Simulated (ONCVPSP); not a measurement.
# Scattering properties, ONCV potential for S

- Element: S
- Generator: ONCVPSP 4.0.1
- Type: optimised norm-conserving Vanderbilt (ONCV)
- Functional: PBE
- Relativity: scalar-relativistic
- Frozen core: [Ne]
- Valence charge: 6
- Reference configuration: 3s2 3p4
- Partial waves: 3s: rc 1.20 bohr, ncon 3, nbas 7, qcut 5.2 1/bohr, 3 projectors, debl 2.1 Ha; 3p: rc 1.45 bohr, ncon 4, nbas 8, qcut 6.2 1/bohr, 1 projector
- Local potential: polynomial inside 0.95 bohr (lpopt 5, dvloc0 0 Ha)
- Core correction: Teter function, fcfact 3.5, rcfact 1.45

The phase is arctan(r·R′/R) of the radial function R(r), unwrapped; energies in Ha, scanned from -2 to 5 Ha. A pole is an energy at which the radial function vanishes at the test radius. The pseudo phase is shifted by a multiple of π to meet the all-electron one at the reference energy, and phase errors are pseudo minus all-electron; the curves can meet again beyond the range given. Levels narrower than the energy grid can be missing from the lists of poles.

```csv
channel,radius (bohr),reference energy (Ha),"poles, all-electron","poles, pseudo",unbroken range about the reference energy with phases within 0.05 rad,phase error 1 Ha above the reference energy (rad)
s,1.22,-0.63,none,none,the whole range,+0.000
p,1.47,-0.26,2.95,2.36,below 2.2,-0.011
```

Note: ghosts flagged at negative energy: s at -189.3 eV; GHOST(+) flags only above 600 eV. A true bound ghost makes a file unfit for plane-wave use.

Phases in the s channel:

```csv
E (Ha),all-electron,pseudo
-1.98,0.555,0.554
-1.80,0.460,0.460
-1.62,0.353,0.353
-1.44,0.233,0.233
-1.26,0.102,0.102
-1.08,-0.037,-0.038
-0.90,-0.180,-0.180
-0.72,-0.321,-0.321
-0.54,-0.454,-0.454
-0.36,-0.576,-0.576
-0.18,-0.686,-0.686
0.00,-0.783,-0.783
0.18,-0.868,-0.868
0.36,-0.942,-0.942
0.54,-1.006,-1.006
0.72,-1.062,-1.062
0.90,-1.112,-1.112
1.08,-1.155,-1.155
1.26,-1.193,-1.193
1.44,-1.228,-1.228
1.62,-1.258,-1.258
1.80,-1.286,-1.286
1.98,-1.311,-1.310
2.16,-1.333,-1.333
2.34,-1.354,-1.354
2.52,-1.373,-1.373
2.70,-1.391,-1.391
2.88,-1.407,-1.407
3.06,-1.422,-1.422
3.24,-1.436,-1.436
3.42,-1.450,-1.450
3.60,-1.462,-1.462
3.78,-1.474,-1.474
3.96,-1.485,-1.485
4.14,-1.496,-1.496
4.32,-1.506,-1.506
4.50,-1.516,-1.516
4.68,-1.526,-1.526
4.86,-1.535,-1.535
```
